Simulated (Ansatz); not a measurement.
Ansatz (an electronic-structure program) input (X2C-CCSD(T)/cc-pVTZ-DK):

Ansatz 0.2 input:
```yaml
crystal:
  periodic: [false, false, false]
  atoms:
    - {symbol: F, position_ang: [1.13047896, -0.41517402, -1.55532692]}
    - {symbol: Si, position_ang: [1.34792540, -0.22414065, -0.00994754]}
    - {symbol: O, position_ang: [-0.10906543, 0.65572955, 0.49666709]}
    - {symbol: Si, position_ang: [-1.82304031, 0.06600393, 0.49952912]}
    - {symbol: H, position_ang: [1.24910920, -1.49020221, 0.70874881]}
    - {symbol: H, position_ang: [2.41347431, 0.72483259, 0.30492600]}
    - {symbol: H, position_ang: [0.01319461, 1.60561290, 0.66168311]}
    - {symbol: H, position_ang: [-2.46408591, 0.86345616, -0.54981878]}
    - {symbol: H, position_ang: [-2.26988885, 0.34636095, 1.86704131]}
    - {symbol: H, position_ang: [-1.59198203, -1.34541663, 0.17788281]}
basis:
  gaussian:
    orbitals: cc-pVTZ-DK
total_charge: 1
magnetization: {spin_polarized: false}
correlation: {method: ccsd_t, electrons: outside_noble_gas}
```

End of the output:

```
integrals: 0.97 GiB planned
1225 factors; integrals over basis functions are off by at most 1.0e-3 eV
1.15 GiB of device memory are held for the factors and their scratch space
mean field: 0.99 GiB planned
mean field evaluation 1: about -20591.9716 eV, gradient 6.0e1 eV
mean field evaluation 2: about -20592.1795 eV, gradient 6.0e1 eV
mean field evaluation 4: about -20598.1921 eV, gradient 3.1e0 eV
mean field evaluation 8: about -20598.2420 eV, gradient 1.2e-1 eV
mean field evaluation 16: about -20595.8337 eV, gradient 4.0e1 eV
mean field -20598.24210289 eV, -756.9714352913 hartree, gradient 7.1e-7 eV, S^2 0.000000; 0 other end points of the search recorded, 0 dependent functions left out
12 core orbitals not correlated
reference -20598.24210289 eV, -756.9714352913 hartree; 13, 13 occupied and 187, 187 virtual orbitals, 1225 factors
second order -19.91326447 eV of doubles, -0.00000000 eV of singles
coupled cluster: 6.71 GiB planned
cycle   1  -20.34536838 eV  change   -4.3e-1 eV  update   9.4e-2
cycle   2  -20.86168841 eV  change   -5.2e-1 eV  update   2.8e-2
cycle   3  -20.97147218 eV  change   -1.1e-1 eV  update   1.4e-2
cycle   4  -20.95724425 eV  change    1.4e-2 eV  update   2.7e-3
cycle   5  -20.95647310 eV  change    7.7e-4 eV  update   1.2e-3
cycle   6  -20.95726880 eV  change   -8.0e-4 eV  update   3.2e-4
cycle   7  -20.95707977 eV  change    1.9e-4 eV  update   1.2e-4
cycle   8  -20.95702314 eV  change    5.7e-5 eV  update   3.2e-5
cycle   9  -20.95703479 eV  change   -1.2e-5 eV  update   1.3e-5
perturbative correction -0.61785330 eV, -0.0227056900 hartree
Total energy: -20619.81699098 eV, -757.7642978047 hartree
Relativity: scalar
```

It need not be the lowest isomer of its formula.
